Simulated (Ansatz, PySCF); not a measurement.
Sites of deprotonation of CC[SiH3]:

A. CC[SiH3] -> C[CH-][SiH3] + H+
B. CC[SiH3] [ethylsilane] → CC[SiH2-] + H+

Quantity: gas-phase deprotonation energy (enthalpy at 298 K, with B3LYP-D3(BJ) rigid-rotor harmonic-oscillator terms from PySCF), kJ/mol. Geometries: B3LYP-D3(BJ)/def2-TZVP minima from Ansatz (an electronic-structure program), one conformer each, not searched for the lowest. Cores are frozen in the correlated levels unless marked. Spin-orbit coupling is left out. No relativistic terms. CBS(X,Y): correlation extrapolated as X^-3; Hartree-Fock from the larger set. Anions need diffuse functions, which plain sets lack and def2-D sets hold few of.

|  | RI-HF/aug-cc-pV(T+d)Z (Ansatz) | HSE06-D3(BJ)/def2-TZVPD (Ansatz + dftd3) | B2PLYP-D4/def2-TZVPD (Ansatz + dftd4) | CCSD(T)/CBS(aug-cc-pV(T+d)Z,aug-cc-pV(Q+d)Z) (Ansatz) |
|---|---|---|---|---|
| A | 1681.5 | 1642.8 | 1638.6 | 1642.8 |
| B | 1616.2 | 1578.1 | 1580.1 | 1581.7 |
